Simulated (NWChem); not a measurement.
# VOCl₃; SMILES [O]=[V]([Cl])([Cl])[Cl]

Results from NWChem. Pople sets run with spherical d functions. All runs use the structure optimised with PBE0/def2-SVP. Level BLYP/6-31G*: single points from the atomic guess with DIIS by default; each run changes one setting, and all converged runs end within 0.3 mHa of each other. NWChem's automatic level shift, which a small gap switches on, acted in some of these runs.

Problem. Which setting needs the most SCF iterations, or fails (occupation smearing of 0.005 Ha; defaults; core-Hamiltonian guess; no DIIS, 40 % damping; no level shifting)?

Solution. no DIIS, 40 % damping, with 55 against 32 for the defaults.
```csv
setting,SCF iterations
defaults,32
occupation smearing of 0.005 Ha,21
no level shifting,22
core-Hamiltonian guess,23
"no DIIS, 40 % damping",55
```
